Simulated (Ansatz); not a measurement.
Geometry optimisation, RKS BLYP/def2-SVP in Ansatz 0.2.0.

Input file:

```yaml
crystal:
  periodic: [false, false, false]
  atoms:
    - { symbol: O, position_ang: [-1.1023, -0.4628, -0.8571] }
    - { symbol: Al, position_ang: [0.2258, 0.3678, 0.046] }
    - { symbol: I, position_ang: [-0.26296, 2.67966, 1.01682] }
    - { symbol: H, position_ang: [-1.5636, -0.9279, -0.1853] }
    - { symbol: H, position_ang: [1.65299, -0.29599, 0.23634] }
basis:
  gaussian: { orbitals: def2-SVP }
hamiltonian:
  xc: blyp
relax:
  f_tol: 0.015
  max_steps: 40
```

Launched with:

```bash
$ ansatz run input.yaml --threads 1 --pin off --max-ram 2048MiB --backend cpu --events-out ev --progress --plain --runs-dir out
```

Task: Where does it end, and by what steps?

Result: The run converged. After 8 steps the energy has fallen by 0.406 eV; O1 moved furthest, 0.54 Å.

| step | energy less start (eV) | largest force component (eV/Å) | accepted |
| --- | --- | --- | --- |
| 0 | 0.0000 | 2.408 | yes |
| 1 | -0.1262 | 1.181 | yes |
| 2 | -0.1168 | 2.119 | no |
| 3 | -0.1813 | 1.172 | yes |
| 4 | -0.2467 | 1.177 | yes |
| 5 | -0.3544 | 0.462 | yes |
| 6 | -0.4055 | 0.063 | yes |
| 7 | -0.4059 | 0.051 | yes |
| 8 | -0.4060 | 0.008 | yes |

```xyz
5
Properties=species:S:1:pos:R:3
O -0.909 -0.765 -0.458
Al 0.283 0.322 0.121
I -0.334 2.582 1.023
H -1.868 -0.607 -0.487
H 1.778 -0.172 0.057
```

Whether the end is a true minimum wasn't checked by a vibrational analysis.

Run time: 17 s on 1 thread of Arm Neoverse V2, on a shared host, peak memory 0.13 GiB.
